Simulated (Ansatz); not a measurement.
The cluster Pd₃O₃⁻, relaxed as a doublet with UKS r2SCAN-D4/def2-SVPD in Ansatz, starting from the GFN2-xTB geometry. Force threshold 0.02 eV/Å.

In the def2 sets Pd takes a core potential; there is no spin–orbit coupling. The structure holds one bond between oxygen atoms, so isomers without such links may lie far lower. Another isomer (doublet) lies 1.53 eV lower at PBE0-D4/def2-TZVPD; other spin states weren't run for this one.

Start:

Cartesian coordinates in Å:
```
Pd -0.343 -0.178 -0.215
Pd 1.695 1.034 0.670
Pd -0.060 -0.148 2.322
O 0.723 0.147 -1.703
O -0.538 -0.212 -2.136
O -1.476 -0.643 1.061
```

**Question.** Estimate the energy that the relaxation releases and the steps that it takes.

**Answer.** 0.84 eV, in 13 steps; 3.7 min on 4 threads of Intel Xeon on a shared host. No frequencies were taken in this run, so the end may be a saddle point.

**Question.** Does the start keep its bonding and symmetry?

**Answer.** By distances, no bond broke or formed. The bond that changes most is Pd1–O5, from 1.93 to 2.22 Å (atoms count from 1).

**Question.** Predict the relaxed structure.

**Answer.** 
```xyz
6

Pd   -0.172   -0.066   -0.387
Pd    1.534    0.927    1.185
Pd   -0.098   -0.187    2.713
O     0.532    0.163   -2.183
O    -0.631   -0.398   -2.530
O    -1.166   -0.439    1.203
```
Bond lengths (bridged metal pairs left out): 4 × O–Pd 1.87 to 2.22 Å; 2 × Pd–Pd 2.50 to 2.52 Å; 1 × O–O 1.34 Å.
